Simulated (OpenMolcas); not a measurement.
Au3+ (d8) among equal point charges was computed by CASSCF with the d shell active (OpenMolcas, ANO-RCC-VDZP on the metal). Its lowest spin-free states, and all those of the highest spin:

```
2S+1  Degeneracy  E (cm-1)
   3           1       0.0
   3           2      4342
   3           1      7332
   3           1      8392
   1           1     10018
   3           2     11847
   1           1     13476
   1           1     17680
   1           2     18128
   1           1     20904
   3           1     21348
   1           1     23637
   3           2     24998
```

Question: Is the site octahedral, tetrahedral or cube-like, axial, or of lower symmetry?

Answer: The states with 2S+1 = 3 have orbital degeneracies 1, 2, 1, 1, 2, 1, 2. There are pairs but no triples, so the site is axial: not cubic, but with a proper or improper axis of order three or more. The run had Au3+ among 6 point charges of -1.5 e arranged as a tetragonal octahedron (D4h), 1.93 Å from the ion, with the axial distance 2.374 Å.

Spin-orbit coupling mixes the spin-free states strongly: the lowest level takes only 61 % from its leading state, 3B1. Without dynamic correlation the repulsion within the d shell is too large (B by tens of per cent), so at a given field states of lower spin stand too high. Real 4d8 and 5d8 ions are as a rule square planar and diamagnetic. This shell can be high or low spin here, a state of another spin lies low, and with metal d orbitals alone active their balance is uncertain, so the ground spin may be wrong. Point charges give a weaker field than real ligands, and real ions of this kind are as a rule low spin; the high spin found here belongs to the model. This is an electrostatic model: the charges have no orbitals. No measured value stands beside these numbers.
